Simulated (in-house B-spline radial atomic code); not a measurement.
Results of a calculation; reference values are marked as such.
## Making a Troullier-Martins s channel for Ca, r_c = 0.99 bohr

Ca, [Ar] 4s2, non-relativistic PBE, spherical and spin-unpolarised, from a B-spline radial code for spherical atoms (atomic units). The all-electron 3s level is ε = -1.715687 hartree, its outermost node lies just inside 0.46 bohr and its outer maximum at 0.99 bohr.

Inside r_c the pseudo-orbital is u(r) = r^1 exp(p(r)), with p = c0 + c2 r² + c4 r⁴ + … + c12 r¹². The seven coefficients follow from p and its first four derivatives at r_c, from zero curvature of the screened potential at the origin, c4 = −c2²/(2l + 5), and from the norm inside r_c. At r_c the all-electron orbital has P = 1.032957, P' = 0.0429985, the screened potential V = -3.9775, V' = 8.037308, V'' = -20.98153, and the norm inside is Q = 0.3686065.

What are p, p' and p'' at r_c?

p = ln(P/r_c^1) = ln(1.032957/0.99) = 0.04248. p' = P'/P − 1/r_c = 0.04163 − 1.01010 = -0.96847. The radial equation gives p'' = 2(V − ε) − 2(1) p'/r_c − p'² = -4.52363 − (-1.95651) − 0.93794 = -3.50505. Differentiating, p''' = 2V' + 2(1)p'/r_c² − 2(1)p''/r_c − 2p'p'' = 14.39, and p'''' = 2V'' − 4(1)p'/r_c³ + 4(1)p''/r_c² − 2(1)p'''/r_c − 2p''² − 2p'p''' = -78.044.

For a trial c2 the five matching conditions are linear in c0, c6, c8, c10 and c12, and c2 is varied until the norm inside r_c equals Q. The root nearest zero gives:

| n | c_n |
| --- | --- |
| 0 | -0.5330992 |
| 2 | 2.168431 |
| 4 | -0.9404185 |
| 6 | -3.205398 |
| 8 | 4.271906 |
| 10 | -2.112381 |
| 12 | 0.3835791 |

Check c4 and p(r_c), and find the screened pseudopotential at the origin.

−c2²/5 = -0.940419, as listed. The terms c_n r_c^n are -0.53310, 2.12528, -0.90336, -3.01782, 3.94188, -1.91040, 0.34000, which sum to 0.04248. Inverting the radial equation, V_l(r) = ε + 1 p'/r + (p'' + p'²)/2, so V_l(0) = ε + (2l + 3) c2 = -1.715687 + 3 × (2.16843) = 4.7896 hartree, finite where the all-electron potential diverges.

Orbitals and screened potentials:

```json
{"r (bohr)": "0.099", "P": "0.02144", "u": "0.05933", "V all-electron": "-149.5", "V pseudo": "4.782"}
{"r (bohr)": "0.248", "P": "-0.5317", "u": "0.1656", "V all-electron": "-42.53", "V pseudo": "4.493"}
{"r (bohr)": "0.396", "P": "-0.2109", "u": "0.3158", "V all-electron": "-20.47", "V pseudo": "3.088"}
{"r (bohr)": "0.544", "P": "0.3255", "u": "0.5287", "V all-electron": "-11.93", "V pseudo": "0.03882"}
{"r (bohr)": "0.693", "P": "0.741", "u": "0.7769", "V all-electron": "-7.693", "V pseudo": "-3.45"}
{"r (bohr)": "0.842", "P": "0.9663", "u": "0.9675", "V all-electron": "-5.443", "V pseudo": "-4.863"}
{"r (bohr)": "0.99", "P": "1.033", "u": "1.033", "V all-electron": "-3.978", "V pseudo": "-3.978"}
```

Logarithmic derivatives P'/P at R = 1.29 bohr, for energies E around ε:

```csv
E − ε (hartree),all-electron,pseudo
-0.5,-0.121328,-0.122909
-0.25,-0.448704,-0.449196
-0.1,-0.668399,-0.668494
0,-0.826374,-0.826381
0.1,-0.994818,-0.994933
0.25,-1.26997,-1.27076
0.5,-1.80249,-1.80656
```

With P(R) = 0.9003877 and a norm of 0.6607692 inside R, what slope in energy does norm conservation fix?

d(P'/P)/dE = −2 × (norm inside R)/P(R)² = -1.6301 per hartree·bohr at E = ε, for both atoms, since orbital and norm agree at R. Differences over ±0.1 hartree give -1.6321 (all-electron) and -1.6322 (pseudo), which also hold third-order terms. Half a hartree below ε the two curves differ by -0.0016.
